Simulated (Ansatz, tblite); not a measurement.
Adding an electron: LaB6⁺. Charge 1, multiplicity 1. Geometry: B3LYP-D4/def2-SVP. Ansatz, gas phase; energy differences of separate SCF runs; the reduced species was run as a doublet alone.

```xyz
7

La   -1.4860   -0.1668   -3.0318
B     1.1214    0.5642    1.5831
B    -0.0715    0.7756   -1.4493
B    -0.1210   -0.7688    0.9788
B     0.5392    0.6622    0.1192
B     0.5786   -0.6230    2.3534
B    -0.5606   -0.4434   -0.5533
```

In the def2 sets La takes a core potential; there is no spin–orbit coupling. The xTB rows come from tblite. Another isomer (singlet) lies 0.10 eV lower at PBE0-D4/def2-TZVP.

```
              level  −HOMO (eV)  −LUMO (eV)  vertical EA (eV)  HOMO–LUMO gap (eV)
           GFN1-xTB       13.30       12.59             10.59                0.72
           GFN2-xTB       12.89       12.75             10.04                0.14
   PBE-D4/def2-TZVP        8.83        7.95              5.89                0.88
r2SCAN-D4/def2-TZVP        8.84        7.75              5.88                1.09
  PBE0-D4/def2-TZVP        9.43        7.18              5.83                2.24
```

 Raw xTB energy differences between charge states are shifted by several eV; the methods need an empirical correction for them.
